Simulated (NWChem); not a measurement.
System: TaCl$_{5}$; SMILES [Cl][Ta]([Cl])([Cl])([Cl])[Cl]

Output (shortened):

```
             Northwest Computational Chemistry Package (NWChem) 7.3.0
             --------------------------------------------------------

 D3H symmetry detected

                             Geometry "geometry" -> ""
                             -------------------------

 Output coordinates in angstroms (scale by  1.889725989 to convert to a.u.)

  No.       Tag          Charge          X              Y              Z
 ---- ---------------- ---------- -------------- -------------- --------------
    1 Ta                  73.0000     0.00000000     0.00000000     0.00000000
    2 Cl                  17.0000     0.00000000     0.00000000     2.34494500
    3 Cl                  17.0000    -0.00000000     0.00000000    -2.34494500
    4 Cl                  17.0000    -0.59527327     2.22159007     0.00000000
    5 Cl                  17.0000     2.22159007    -0.59527327     0.00000000
    6 Cl                  17.0000    -1.62631681    -1.62631681     0.00000000

 Effective nuclear repulsion energy (a.u.)    1843.8396016454

      Symmetry information
      --------------------

 Group name             D3h
 Group number             27
 Group order              12
 No. of unique centers     3

                                 NWChem DFT Module
                                 -----------------

 Summary of "ao basis" -> "ao basis" (spherical)
 ------------------------------------------------------------------------------
       Tag                 Description            Shells   Functions and Types
 ---------------- ------------------------------  ------  ---------------------
 Ta                         def2-svp                12       32   6s3p2d1f
 Cl                         def2-svp                 8       18   4s3p1d

      Symmetry analysis of basis
      --------------------------

        a1'        26
        a1"         1
        a2'         5
        a2"        16
        e'         48
        e"         26

  Rotation of axis

            General Information
            -------------------
          SCF calculation type: DFT
          Wavefunction type:  closed shell.
          No. of atoms     :     6
          No. of electrons :    98
           Alpha electrons :    49
            Beta electrons :    49
          Charge           :     0
          Spin multiplicity:     1
          Use of symmetry is: on ; symmetry adaption is: on
          Maximum number of iterations: 150
          AO basis - number of functions:   122
                     number of shells:    52
          Convergence on energy requested:  1.00D-06
          Convergence on density requested:  1.00D-05
          Convergence on gradient requested:  5.00D-04

              XC Information
              --------------
                        M06-L Method XC Functional
                         M06-L Exchange Functional  1.000
                       M06-L Correlation Potential  1.000

             Grid Information
             ----------------
          Grid used for XC integration:  xfine
          Radial quadrature: Mura-Knowles
          Angular quadrature: Lebedev.
          Tag              B.-S. Rad. Rad. Pts. Rad. Cut. Ang. Pts.
          ---              ---------- --------- --------- ---------
          Ta                  1.45      205           9.0      1454
          Cl                  1.00      125          12.0      1454
          Grid pruning is: on
          Number of quadrature shells:   455
          Spatial weights used:  Erf1

      Superposition of Atomic Density Guess
      -------------------------------------

 Sum of atomic energies:       -2358.53625088

      Non-variational initial energy
      ------------------------------

 Total energy =   -2353.399402
 1-e energy   =   -4625.468471
 2-e energy   =    1592.638904
 HOMO         =      -0.410727
 LUMO         =       0.018374

      Symmetry analysis of molecular orbitals - initial
      -------------------------------------------------

  Numbering of irreducible representations:

     1 a1'         2 a1"         3 a2'         4 a2"         5 e'
     6 e"

  Orbital symmetries:

     1 a1'         2 e'          3 e'          4 a1'         5 a2"
     6 a1'         7 e'          8 e'          9 a1'        10 a2"
    11 a1'        12 e'         13 e'         14 e'         15 e'
    16 a2"        17 e"         18 e"         19 a2'        20 a1'
    21 a2"        22 e"         23 e"         24 e'         25 e'
    26 a1'        27 a2"        28 e'         29 e'         30 a1'
    31 a1'        32 e'         33 e'         34 a2"        35 a1'
    36 e"         37 e"         38 a1'        39 e'         40 e'
    41 a2"        42 e'         43 e'         44 a2'        45 e'
    46 e'         47 a2"        48 e"         49 e"         50 e"
    51 e"         52 e'         53 e'         54 a1'        55 e'
    56 e'         57 a2"        58 a1'        59 a1'

     ---------------------------------------------
      Total Density - Mulliken Population Analysis
     ---------------------------------------------

    Atom       Charge   Shell Charges
 -----------   ------   -------------------------------------------------------
    1 Ta  13    10.25   0.03 -0.32  1.76  0.53  0.43  0.05  5.46  0.63  0.18  1.03  0.36  0.10
    2 Cl  17    17.60   2.00  1.99  1.23  0.72  5.94  2.22  3.47  0.01
    3 Cl  17    17.60   2.00  1.99  1.23  0.72  5.94  2.22  3.47  0.01
    4 Cl  17    17.52   2.00  1.99  1.23  0.72  5.94  2.21  3.41  0.01
    5 Cl  17    17.52   2.00  1.99  1.23  0.72  5.94  2.21  3.41  0.01
    6 Cl  17    17.52   2.00  1.99  1.23  0.72  5.94  2.21  3.41  0.01

   convergence    iter        energy       DeltaE   RMS-Dens  Diis-err
 ---------------- ----- ----------------- --------- --------- ---------
 d= 0,ls=0.0,diis     1  -2357.2585060495 -3.04D+03  5.00D-02  2.49D+00
 d= 0,ls=0.0,diis     2  -2348.9639121411  8.29D+00  4.32D-02  5.19D+01
 d= 0,ls=0.0,diis     3  -2357.6128950837 -8.65D+00  8.25D-03  3.87D-01
 d= 0,ls=0.0,diis     4  -2357.6270201280 -1.41D-02  4.57D-03  2.47D-01
 d= 0,ls=0.0,diis     5  -2357.6700598873 -4.30D-02  6.41D-04  2.00D-03
  Resetting Diis
 d= 0,ls=0.0,diis     6  -2357.6704421285 -3.82D-04  1.47D-04  2.44D-04
 d= 0,ls=0.0,diis     7  -2357.6704745385 -3.24D-05  7.83D-05  1.14D-05
 d= 0,ls=0.0,diis     8  -2357.6704648076  9.73D-06  5.90D-05  7.63D-05
 d= 0,ls=0.0,diis     9  -2357.6704756529 -1.08D-05  1.58D-05  4.48D-06
 d= 0,ls=0.0,diis    10  -2357.6704762453 -5.92D-07  5.17D-06  2.94D-07

         Total DFT energy =    -2357.670476245274
      One electron energy =    -4626.619439992871
           Coulomb energy =     1737.659270041657
    Exchange-Corr. energy =     -148.140471271524
 Nuclear repulsion energy =      679.430164977464

 Numeric. integr. density =       98.000001077204

                  Occupations of the irreducible representations
                  ----------------------------------------------

                     irrep           alpha         beta
                     --------     --------     --------
                     a1'              11.0         11.0
                     a1"               0.0          0.0
                     a2'               2.0          2.0
                     a2"               8.0          8.0
                     e'               20.0         20.0
                     e"                8.0          8.0

                       DFT Final Molecular Orbital Analysis
                       ------------------------------------

 Vector   47  Occ=2.000000D+00  E=-3.188024D-01  Symmetry=e'
              MO Center= -2.7D-02, -5.8D-02,  1.4D-14, r^2= 6.5D+00
   Bfn.  Coefficient  Atom+Function         Bfn.  Coefficient  Atom+Function
  ----- ------------  ---------------      ----- ------------  ---------------
    44      0.349194  2 Cl py                62      0.349194  3 Cl py
    41      0.259655  2 Cl py                59      0.259655  3 Cl py
    43     -0.242957  2 Cl px                61     -0.242957  3 Cl px
    40     -0.180659  2 Cl px                58     -0.180659  3 Cl px
    38      0.150644  2 Cl py                56      0.150644  3 Cl py

 Vector   48  Occ=2.000000D+00  E=-3.051585D-01  Symmetry=e"
              MO Center=  2.2D-01,  4.6D-01, -2.1D-16, r^2= 6.2D+00
   Bfn.  Coefficient  Atom+Function         Bfn.  Coefficient  Atom+Function
  ----- ------------  ---------------      ----- ------------  ---------------
    81      0.357767  4 Cl pz                99     -0.293641  5 Cl pz
    44     -0.276889  2 Cl py                62      0.276889  3 Cl py
    78      0.263306  4 Cl pz                96     -0.216111  5 Cl pz
    41     -0.212018  2 Cl py                59      0.212018  3 Cl py
    43      0.196220  2 Cl px                61     -0.196220  3 Cl px

[...]

                         DFT ENERGY GRADIENTS

    atom               coordinates                        gradient
                 x          y          z           x          y          z
   1 Ta      0.000000   0.000000   0.000000    0.000000   0.000000  -0.000000
   2 Cl      0.000000   0.000000   4.431304   -0.000000  -0.000000  -0.000919
   3 Cl     -0.000000   0.000000  -4.431304   -0.000000  -0.000000   0.000919
   4 Cl     -1.124903   4.198196   0.000000   -0.000074   0.000275   0.000000
   5 Cl      4.198196  -1.124903   0.000000    0.000275  -0.000074   0.000000
   6 Cl     -3.073293  -3.073293   0.000000   -0.000201  -0.000201  -0.000000
```

Level: M06-L/def2-SVP with def2 effective core potentials on Ta. The geometry was optimised at PBE-D3(BJ)/def2-SVP. Not confirmed as a minimum by frequencies. def2 effective core potentials on Ta; no spin-orbit coupling.

**Question.** Reconstruct the input file.

**Answer.** This is not unique; one that fits is the input that was run:
```
start job
memory heap 200 mb stack 900 mb global 1100 mb
geometry units angstroms noautoz
  Ta     0.000000     0.000000     0.000000
  Cl     0.000000     0.000000     2.344945
  Cl     0.000000     0.000000    -2.344945
  Cl    -0.595273     2.221590     0.000000
  Cl     2.221590    -0.595273     0.000000
  Cl    -1.626317    -1.626317     0.000000
end
basis spherical
  * library def2-svp
end
ecp
  Ta library def2-ecp
end
dft
  xc m06-l
  grid xfine
  iterations 150
  mulliken
end
task dft gradient
```
